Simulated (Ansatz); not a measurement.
Isolated molecules relaxed with PBE0-D4/def2-TZVP in Ansatz; ΔE leaves out vibrations. CCSD(T)/CBS is the MP2 limit (def2-TZVPP, def2-QZVPP) plus CCSD(T) − MP2 in def2-TZVPP, frozen cores. This one scheme is used for every species. DFT in def2-TZVPP. B3LYP here is the variant with VWN-RPA as its local correlation; programs differ in this. For Se outer-core shells are correlated without core-valence functions, which leaves a few kJ/mol of doubt a bond. Scalar relativity is left out up to krypton. One conformer a species, not always the lowest.

Reaction (substitution at a C–S bond): `C=CS` + `CC[SeH]` → `C=C[Se]CC` + H₂S

`C=CS`:

Z-matrix (Å, degrees):
```
C
C 1 1.327
H 1 1.082 2 120.2
H 1 1.084 2 122.3 3 -180.0
S 2 1.751 1 123.6 3 179.8
H 2 1.084 1 120.9 3 -0.0
H 5 1.340 2 96.7 1 179.1
```

`CC[SeH]`:

Cartesian coordinates in Å:
```
C -0.783 -0.586 -0.093
C 0.653 -0.182 0.151
Se 1.144 1.533 -0.657
H -0.983 -1.568 0.347
H -1.003 -0.636 -1.161
H -1.477 0.128 0.357
H 1.349 -0.889 -0.305
H 0.890 -0.129 1.213
H 0.209 2.328 0.149
```

`C=C[Se]CC`:

Cartesian coordinates in Å:
```
C 0.533 0.269 -1.892
C 0.396 1.400 -1.211
Se -0.455 1.691 0.446
C -0.956 -0.135 0.902
C 0.193 -0.976 1.417
H 1.043 0.271 -2.848
H 0.153 -0.683 -1.543
H 0.798 2.329 -1.604
H -1.430 -0.569 0.020
H -1.735 -0.015 1.658
H 0.606 -0.552 2.333
H -0.147 -1.993 1.635
H 1.001 -1.039 0.687
```

H₂S:

Cartesian coordinates in Å:
```
S 0.156 0.331 0.500
H -0.708 0.522 -0.507
H 0.552 -0.853 0.007
```

```tsv
level	ΔE (kJ/mol)	difference from CCSD(T)/CBS
PBE-D4	-9.9	3.7
r2SCAN-D4	-9.7	3.9
PBE0-D4	-9.2	4.4
B3LYP-D4	-10.4	3.2
ωB97X-V	-9.1	4.5
ωB97M-V	-9.8	3.8
B2PLYP	-8.8	4.8
PBE	-4.8	8.8
r2SCAN	-8.1	5.5
PBE0	-4.6	9.0
B3LYP	-2.7	10.9
HF/def2-TZVPP	0.6	14.2
MP2/def2-TZVPP	-19.3	-5.7
SCS-MP2/def2-TZVPP	-15.3	-1.7
CCSD/def2-TZVPP	-13.7	-0.1
CCSD(T)/def2-TZVPP	-15.9	-2.3
HF/def2-QZVPP	0.7	14.3
MP2/def2-QZVPP	-18.0	-4.4
SCS-MP2/def2-QZVPP	-14.0	-0.4
HF/CBS(def2)	0.7	14.3
MP2/CBS(def2)	-17.0	-3.4
CCSD/CBS(def2)	-11.4	2.2
CCSD(T)/CBS	-13.6	0
```

Largest T1 diagnostic among the species: 0.012.

In def2-TZVPP, CCSD(T) changes the Hartree–Fock value by −16.5 kJ/mol (the triples alone add −2.2 kJ/mol) and MP2 by −19.9 kJ/mol. The D4 term adds −7.8 kJ/mol with B3LYP and −4.6 kJ/mol with PBE0; it sums over pairs of atoms, weighted by their polarisabilities, and B3LYP, whose exchange is more repulsive, gets the larger term.
